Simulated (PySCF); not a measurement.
B₂H₉N₂P.
Bonds: P1–B2, B2–N3, N3–B4, B4–N5, B2–N5. Hydrogens: H6, H7 on P1; H8 on B2; H9, H10 on N3; H11, H12 on B4; H13, H14 on N5.

A PySCF run (density fitting, gas phase, GFN2-xTB geometry) gave HOMO -5.54 eV, LUMO -0.43 eV, dipole 1.47 D and E = -505.922 Eh.

Question: Which of these levels was it?
A. B97-2/pcSseg-1
B. PW91/pcseg-1
C. PBE0/6-31G*

Answer: B. It is PW91/pcseg-1. All candidates on this geometry:

| level and settings | kind | basis functions | SCF cycles | E (Eh) | HOMO (eV) | LUMO (eV) | dipole (D) |
| --- | --- | --- | --- | --- | --- | --- | --- |
| PW91/pcseg-1, start guess huckel, fitting basis def2-universal-jkfit | GGA | 119 | 12 | -505.9218 | -5.54 | -0.43 | 1.47 |
| B97-2/pcSseg-1, grid level 4 | global hybrid | 137 | 12 | -505.9878 | -6.41 | 0.56 | 1.52 |
| PBE0/6-31G* | global hybrid | 92 | 12 | -505.6961 | -6.44 | 1.25 | 1.65 |

The nearest other candidate, by the summed differences of HOMO and LUMO, is B97-2/pcSseg-1: its HOMO differs by -0.87 eV and its LUMO by +0.99 eV. Cycle counts include a coarse-grid stage where the run had one. All basis functions are spherical, in the Pople sets too.

The values belong to the conformer `[PH2:1][BH-:2]1[NH2+:3][BH2-:4][NH2+:5]1`: H–P1–B2–N3 56°, H–P1–B2–N3 -37°.
